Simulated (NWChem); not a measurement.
Species: hydrogen selenide (H2Se); SMILES [SeH2]

```xyz
3

Se     0.0000     0.0000     0.0580
H      1.0538     0.0000    -0.9857
H     -1.0538     0.0000    -0.9857
```
Atoms are numbered in this order, from 1.

The geometry was optimised at PBE-D3(BJ)/def2-SVP.

Symmetry labels are those of C2v in the frame above (b1 and b2, or b-type labels, depend on it).

Task: List the 4 lowest vertical singlet excitations from Hartree-Fock/def2-SVP, CIS (NWChem).

Result: 
```csv
state,energy (eV),oscillator strength,symmetry,leading excitation (squared amplitude)
S1,5.66,0.000,a2,HOMO → LUMO (0.98)
S2,6.98,0.000,b2,HOMO → LUMO+1 (0.98)
S3,10.01,0.279,b1,HOMO−1 → LUMO (0.93)
S4,10.45,0.221,a1,HOMO−1 → LUMO+1 (0.90)
```
